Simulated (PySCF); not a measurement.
Species: C₅H₆F₃N.
Numbering: `[H]/[N:4]=[C:3](\[CH:2]=[CH2:1])[CH2:5][C:6]([F:7])([F:8])[F:9]` (hydrogens: H10, H11 on C1; H12 on C2; H13 on N4; H14, H15 on C5)

Method used: PBE0-D3(BJ)/def2-SVP geometry optimisation, gas phase in PySCF 2.14.0.

Question: Give the optimised bond lengths and angles.

Answer: 
```
               bond  length (Å)
              C1=C2       1.336
              C2–C3       1.484
              C3=N4       1.273
              C3–C5       1.511
              C5–C6       1.509
C6–F7, C6–F8, C6–F9       1.337
             C1–H10       1.092
             C1–H11       1.095
             C2–H12       1.095
             N4–H13       1.026
     C5–H14, C5–H15       1.099
```

Bonds in one row agree within 0.01 Å and their mean is given. A selection of angles:
```
    angle  degrees
 C1–C2–C3    124.1
 C2–C3–N4    125.8
 C2–C3–C5    116.9
 N4–C3–C5    117.3
 C3–C5–C6    114.5
 C5–C6–F7    111.8
 F7–C6–F8    107.7
H13–N4–C3    110.2
```

Dihedral angles: C1–C2–C3–N4 26° (synperiplanar); C2–C3–C5–C6 63° (synclinal); C3–C5–C6–F7 55° (synclinal); H13–N4–C3–C2 1° (synperiplanar). The mirror-image conformer, all signs reversed, is as good.

The C–C distances run from 1.336 Å (C1=C2, drawn double) to 1.511 Å (C3–C5, drawn single), a spread of 0.175 Å. Of the pairs four or more bonds apart, C1···H13 is among the closest relative to their van der Waals radii: 2.62 Å, 90 % of the sum of Bondi's values.

Point group: C1 (no symmetry element, even within 0.4 Å). No PBE0-D3(BJ)/def2-SVP frequencies stand behind this structure, so it isn't proved a minimum. The numbers are those of one conformer.
